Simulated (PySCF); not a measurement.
C2H8BrGeNO2 (SMILES C[N](C)[Ge]([OH])([OH])[Br]), singlet, at a GFN2-xTB geometry; CASSCF(10,9)/STO-3G (PySCF).

Input for PySCF:
```python
from pyscf import gto, scf, mcscf
import numpy

mol = gto.M(
    atom='''
C    -1.67869892    1.87278549    0.81824496
N    -1.26118706    0.53505715    1.19201051
C    -2.38233888   -0.38596152    1.22385650
Ge    0.33079972   -0.10557883    0.51541758
O     1.69831426    0.82508433    1.05637709
O     0.61065022   -1.69449153    1.12310605
Br    0.40814301   -0.20207463   -1.79588293
H    -2.42195646    2.21768587    1.53945682
H    -0.82403762    2.54832784    0.85441801
H    -2.12303793    1.91450071   -0.18463225
H    -2.91927407   -0.42538245    0.26884134
H    -3.07716817   -0.06158821    2.00078059
H    -2.01992812   -1.38214386    1.46916117
H     1.82001305    1.72265817    0.75574686
H     1.41761310   -1.79400934    1.62622000
''',
    basis='sto-3g',
    verbose=4,
)

mf = scf.RHF(mol)
mf.kernel()
mc = mcscf.CASSCF(mf, 9, 10)
mc.fix_spin_(ss=0.0)
mc.kernel()
occ = numpy.linalg.eigvalsh(mc.fcisolver.make_rdm1(mc.ci, mc.ncas, mc.nelecas))[::-1]
ss = mc.fcisolver.spin_square(mc.ci, mc.ncas, mc.nelecas)[0]
print('natural occupations', occ.round(4), ' <S^2>', round(ss, 4))
```

The log (banner, timings and long lists left out):

```
PySCF version 2.14.0

[INPUT] verbose = 4
[INPUT] num. atoms = 15
[INPUT] num. electrons = 110
[INPUT] charge = 0
[INPUT] spin (= nelec alpha-beta = 2S) = 0
[INPUT] symmetry False subgroup None
[INPUT] Mole.unit = angstrom
[INPUT] Symbol           X                Y                Z      unit          X                Y                Z       unit  Magmom
[...]
nuclear repulsion = 979.501434802438
number of shells = 39
number of NR pGTOs = 207
number of NR cGTOs = 69
basis = sto-3g
ecp = {}

******** <class 'pyscf.scf.hf.RHF'> ********
method = RHF
initial guess = minao
damping factor = 0
level_shift factor = 0
DIIS = <class 'pyscf.scf.diis.CDIIS'>
diis_start_cycle = 1
diis_space = 8
diis_damp = 0
SCF conv_tol = 1e-09
SCF conv_tol_grad = None
SCF max_cycles = 50
direct_scf = True
direct_scf_tol = 1e-13
Set gradient conv threshold to 3.16228e-05
Initial guess from minao.
init E= -4871.80814794682
[...]
cycle= 1 E= -4877.2398817422  delta_E= -5.43  |g|= 0.622  |ddm|= 4.69
[...]
cycle= 2 E= -4877.40679426148  delta_E= -0.167  |g|= 0.146  |ddm|=  1.2
[...]
cycle= 3 E= -4877.4178064236  delta_E= -0.011  |g|= 0.0426  |ddm|= 0.332
[...]
cycle= 4 E= -4877.41916725785  delta_E= -0.00136  |g|= 0.0133  |ddm|= 0.132
[...]
cycle= 5 E= -4877.41931071634  delta_E= -0.000143  |g|= 0.00401  |ddm|= 0.0448
[...]
cycle= 6 E= -4877.41932680034  delta_E= -1.61e-05  |g|= 0.00131  |ddm|= 0.0161
[...]
cycle= 7 E= -4877.41932846828  delta_E= -1.67e-06  |g|= 0.000203  |ddm|= 0.00601
[...]
cycle= 8 E= -4877.41932850955  delta_E= -4.13e-08  |g|= 3.87e-05  |ddm|= 0.000896
[...]
cycle= 9 E= -4877.41932851088  delta_E= -1.32e-09  |g|= 7.52e-06  |ddm|= 0.000146
[...]
cycle= 10 E= -4877.41932851092  delta_E= -4.73e-11  |g|= 2.43e-06  |ddm|= 2.39e-05
[...]
Extra cycle  E= -4877.41932851095  delta_E= -2.09e-11  |g|= 1.13e-06  |ddm|= 6.32e-06
converged SCF energy = -4877.41932851095

******** <class 'pyscf.mcscf.mc1step.CASSCF'> ********
CAS (5e+5e, 9o), ncore = 50, nvir = 10
max_cycle_macro = 50
max_cycle_micro = 4
conv_tol = 1e-07
conv_tol_grad = None
orbital rotation max_stepsize = 0.02
orbital rotation threshold for CI restart = 0.01
augmented hessian ah_max_cycle = 30
augmented hessian ah_conv_tol = 1e-12
augmented hessian ah_linear dependence = 1e-14
augmented hessian ah_level shift = 1e-08
augmented hessian ah_start_tol = 2.5
augmented hessian ah_start_cycle = 3
augmented hessian ah_grad_trust_region = 3
kf_trust_region = 3
kf_interval = 4
ci_response_space = 4
[...]
CASCI E = -4877.42962644174  S^2 = 0.0000000
[...]
               |grad[o]|=0.000294  |grad[c]|=0.00229  |ddm|=0.000496  |maxRot[o]|=0.00983
macro iter  33 ( 16 JK    4 micro), CASSCF E = -4877.47232925874  dE =  8.20242858e-05  S^2 = 0.0000000
               |grad[o]|=0.00037  |grad[c]|=0.00651  |ddm|=0.00201  |maxRot[o]|=0.0466
macro iter  34 (  7 JK    2 micro), CASSCF E = -4877.47238033193  dE = -5.10731925e-05  S^2 = 0.0000000
               |grad[o]|=0.000877  |grad[c]|=0.000889  |ddm|=0.000684  |maxRot[o]|=0.0191
macro iter  35 (  5 JK    2 micro), CASSCF E = -4877.47240394405  dE = -2.36121159e-05  S^2 = 0.0000000
               |grad[o]|=0.000426  |grad[c]|=0.000976  |ddm|=0.000586  |maxRot[o]|=0.0157
macro iter  36 ( 15 JK    4 micro), CASSCF E = -4877.47241711936  dE = -1.31753122e-05  S^2 = 0.0000000
               |grad[o]|=0.000332  |grad[c]|=0.000918  |ddm|=0.000187  |maxRot[o]|=0.0175
macro iter  37 ( 15 JK    4 micro), CASSCF E = -4877.47242450119  dE = -7.38183189e-06  S^2 = 0.0000000
               |grad[o]|=0.000251  |grad[c]|=0.00157  |ddm|=0.000246  |maxRot[o]|=0.0117
macro iter  38 (  5 JK    1 micro), CASSCF E = -4877.47242816701  dE = -3.66581844e-06  S^2 = 0.0000000
               |grad[o]|=0.00015  |grad[c]|=0.0013  |ddm|=0.000155  |maxRot[o]|=0.00799
macro iter  39 (  4 JK    1 micro), CASSCF E = -4877.47242940445  dE = -1.23743393e-06  S^2 = 0.0000000
               |grad[o]|=0.000101  |grad[c]|=0.000767  |ddm|=0.000115  |maxRot[o]|=0.00472
macro iter  40 (  4 JK    1 micro), CASSCF E = -4877.47242985113  dE = -4.46683771e-07  S^2 = 0.0000000
               |grad[o]|=6.1e-05  |grad[c]|=0.000464  |ddm|=7.15e-05  |maxRot[o]|=0.00293
macro iter  41 (  4 JK    1 micro), CASSCF E = -4877.47243002068  dE = -1.69548002e-07  S^2 = 0.0000000
               |grad[o]|=3.66e-05  |grad[c]|=0.000287  |ddm|=6.59e-05  |maxRot[o]|=0.00182
macro iter  42 (  1 JK    1 micro), CASSCF E = -4877.47243002078  dE = -1.05501385e-10  S^2 = 0.0000000
               |grad[o]|=2.65e-05  |grad[c]|=1.87e-05  |ddm|=    0  |maxRot[o]|=    0
1-step CASSCF converged in  42 macro (425 JK 109 micro) steps
CASSCF canonicalization
Density matrix diagonal elements [1.98706225 1.99107406 1.98166158 1.97552833 1.98193705 0.02118455
 0.02140793 0.02046555 0.0196787 ]
CASSCF energy = -4877.47243002078
CASCI E = -4877.47243002078  E(CI) = -20.5870027218562  S^2 = 0.0000000
natural occupations [1.9944 1.994  1.9828 1.9754 1.9723 0.0328 0.0203 0.0189 0.0089]  <S^2> 0.0
```
